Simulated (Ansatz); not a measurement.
Frontier orbitals of CH9BClNSi2 (`BN([SiH2]C)[SiH2]Cl`).

Charge 0, multiplicity 1. Geometry: relaxed with PBE0-D4/def2-TZVP. It is one conformer, not always the lowest. Basis def2-TZVPP, Ansatz 0.2.0.

```csv
functional,HOMO (eV),LUMO (eV),gap (eV)
LDA (SPW92),-7.42,-1.98,5.44
PBE,-7.33,-1.70,5.63
r2SCAN,-7.60,-1.36,6.24
PBE0,-8.58,-0.74,7.84
B3LYP,-8.35,-0.95,7.40
r2SCAN0,-8.77,-0.53,8.24
CAM-B3LYP,-9.92,0.34,10.26
ωB97M-V,-10.82,1.11,11.93
```

A quarter of exact exchange (PBE0) shifts PBE's HOMO by −1.25 eV and its LUMO by +0.97 eV; full exchange at long range (ωB97M-V) shifts them by −3.49 and +2.81 eV. The gap opens from 5.62 to 11.93 eV, since occupied levels lose self-interaction and empty ones feel all the electrons. A positive LUMO is unbound and depends on the basis.

B3LYP here is the variant with VWN-RPA as its local correlation; programs differ in this.
